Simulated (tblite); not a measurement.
Compound: C2H8NOSi (doublet state).
Structure used (GFN2-xTB), in Å, numbered top down from 1:
```
atom  x, y, z in Å
C1     0.7486   -1.1399    0.4881
N2     0.0667    0.0095    0.0124
C3     0.7068    1.2489    0.2479
Si4   -1.5259   -0.0167   -0.7947
O5    -2.0648    1.3480   -1.1858
H6     0.9226   -1.0731    1.5692
H7     1.7316   -1.2360    0.0108
H8     0.1623   -2.0312    0.2761
H9     0.1579    2.0274   -0.2739
H10    0.7188    1.4842    1.3201
H11    1.7486    1.2305   -0.0918
H12   -2.2192   -0.8339    0.2300
H13   -1.1583   -1.0174   -1.8261
```

Structure optimised with GFN2-xTB, isolated species. This method treats the open shell by occupation alone, without spin polarisation.

Masses are those of the commonest isotopes; rigid-rotor values at the optimised geometry. The values belong to one conformer with, in the numbering `[CH3:1][N:2]([CH3:3])[SiH2:4][O:5]`, C1–N2–Si4–O5 179°.

Question: Give the principal moments of inertia and the rotational constants in GHz.

Answer: Ia = 69.51, Ib = 178.28, Ic = 236.09 u·Å²; 505379 MHz·u·Å²/I gives 7270, 2835 and 2141 MHz, that is A = 7.2703, B = 2.8348, C = 2.1407 GHz.

Question: Classify the top.

Answer: An asymmetric top: κ = (2 × 2835 − 7270 − 2141)/(7270 − 2141) = -0.73.

Question: What does the inertial defect say?

Answer: Not planar: Δ = Ic − Ia − Ib = -11.71 u·Å². For a rigid frame Δ = −2 Σ m c², so Σ m c² = 5.85 u·Å² lies off the ab plane, practically all of it from hydrogen. The atom farthest from that plane is 1.16 Å away.

Question: Give the other two planar moments, Paa and Pbb, and the rms extents of the mass along the axes.

Answer: Paa = Σ m a² = (Ib + Ic − Ia)/2 = 172.43 and Pbb = Σ m b² = (Ia + Ic − Ib)/2 = 63.66 u·Å². With the mass M = 90.04 u, the rms extents √(P/M) along a, b and c are 1.38, 0.84, 0.25 Å.

Question: Where do the levels up to J = 5 lie, in MHz?

Answer: Above 0(0,0):
J = 1: 1(0,1) 4975, 1(1,1) 9411, 1(1,0) 10105
J = 2: 2(0,2) 14851, 2(1,2) 18668, 2(1,1) 20750, 2(2,1) 34057, 2(2,0) 34132
J = 3: 3(0,3) 29482, 3(1,3) 32508, 3(1,2) 36668, 3(2,2) 48983, 3(2,1) 49353, 3(3,1) 72940, 3(3,0) 72945
J = 4: 4(0,4) 48679, 4(1,4) 50885, 4(1,3) 57791, 4(2,3) 68826, 4(2,2) 69901, 4(3,2) 92978, 4(3,1) 93014, 4(4,1) 126334, 4(4,0) 126334
J = 5: 5(0,5) 72261, 5(1,5) 73747, 5(1,4) 84018, 5(2,4) 93536, 5(2,3) 95904, 5(3,3) 118065, 5(3,2) 118206, 5(4,2) 151378, 5(4,1) 151381, 5(5,1) 194266, 5(5,0) 194266

For this open shell read J as N, the rotation without spin; fine and hyperfine splittings come on top. Its GFN2-xTB frequencies are all real (lowest 65 cm⁻¹). These are rigid-rotor constants of the computed structure; measured ground-state constants (B0) also hold zero-point vibration.

Time: 0.31 s of wall time. Hardware: one thread, Arm Neoverse V2 (aarch64), on a shared host. This is the geometry optimisation.
